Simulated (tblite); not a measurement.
Compound: C7H7NO.
SMILES with atom numbers: `[CH3:1][C:2]#[C:3][C:4]#[C:5][C:6](=[O:7])[NH:8][CH3:9]` (hydrogens: H10, H11, H12 on C1; H13 on N8; H14, H15, H16 on C9)

Computed with GFN2-xTB (tblite), gas phase: Langevin dynamics at 600 K from the optimised GFN2-xTB geometry, time step 0.5 fs, friction 0.01 fs⁻¹, 2000 steps.

Start geometry:
```
atom  x, y, z in Å
C1      4.714    0.343   -0.702
C2      3.298    0.170   -0.511
C3      2.109    0.027   -0.350
C4      0.775   -0.144   -0.185
C5     -0.422   -0.241   -0.026
C6     -1.831   -0.509    0.093
O7     -2.326   -1.587   -0.166
N8     -2.539    0.569    0.521
C9     -3.969    0.532    0.686
H10     4.961    0.241   -1.759
H11     5.260   -0.414   -0.138
H12     5.022    1.332   -0.361
H13    -2.056    1.431    0.716
H14    -4.298   -0.477    0.441
H15    -4.248    0.762    1.716
H16    -4.457    1.242    0.015
```

The statistics below take the 31 frames saved every 25 fs from 250 to 1000 fs; their kinetic temperature (all 3N coordinates) averages 543 K.

Question: Give the mean, spread and extremes of the bond lengths.

Answer: 
```
  bond  start (Å)  mean (Å)  standard deviation (Å)  shortest (Å)  longest (Å)
 C1–C2      1.439     1.437                   0.048         1.347        1.541
 C2≡C3      1.208     1.214                   0.020         1.178        1.250
 C3–C4      1.355     1.374                   0.027         1.317        1.431
 C4≡C5      1.212     1.218                   0.014         1.193        1.252
 C5–C6      1.439     1.441                   0.043         1.353        1.529
 C6=O7      1.214     1.223                   0.044         1.132        1.333
 C6–N8      1.359     1.373                   0.040         1.284        1.459
 N8–C9      1.440     1.459                   0.048         1.357        1.555
C1–H10      1.090     1.099                   0.033         1.040        1.176
C1–H11      1.090     1.093                   0.030         1.024        1.149
C1–H12      1.090     1.092                   0.036         1.015        1.185
N8–H13      1.008     1.011                   0.039         0.942        1.087
C9–H14      1.089     1.098                   0.034         1.048        1.195
C9–H15      1.092     1.105                   0.044         1.019        1.211
C9–H16      1.092     1.096                   0.037         1.022        1.180
```

Question: Give the same statistics for bond angles, one of each kind among heavy atoms.

Answer: 
```csv
angle,start (°),mean (°),standard deviation (°),smallest (°),largest (°)
C1–C2–C3,179.9,166.8,6.3,153.0,177.6
C2–C3–C4,179.2,166.9,6.4,148.6,175.5
C3–C4–C5,177.3,168.0,5.5,152.2,176.9
C4–C5–C6,173.3,164.2,8.1,138.4,177.7
C5–C6–O7,123.1,122.2,5.1,105.8,130.9
C5–C6–N8,112.8,113.1,5.5,104.2,124.4
O7–C6–N8,124.0,123.9,5.0,111.5,133.4
C6–N8–C9,122.2,122.2,6.8,108.2,138.0
```

Question: Follow the torsion C5–C6–N8–C9 through every second one of these frames.

Answer: 
```csv
t (fs),C5–C6–N8–C9 (°)
250,-173
300,172
350,165
400,168
450,173
500,-160
550,-146
600,-165
650,-166
700,-161
750,173
800,-179
850,150
900,-178
950,-167
1000,168
```

Largest departure from the start value over all these frames: C5–C6–N8–C9 35° (start 179°).

Question: How widely does the potential energy scatter, against a harmonic estimate?

Answer: Mean 1.01 eV above the start, standard deviation 0.208 eV, range 0.64 to 1.43 eV. For 42 classical harmonic modes at 600 K the canonical values are 42kT/2 = 1.09 eV and kT·√(42/2) = 0.237 eV.

The run is classical and short, so these are rough statistics of one trajectory.

What follows is the cost of the whole dynamics run. The run took 12 s wall on one thread of an Arm Neoverse V1, on a shared host, and the process peaked at 0.18 GiB of memory.
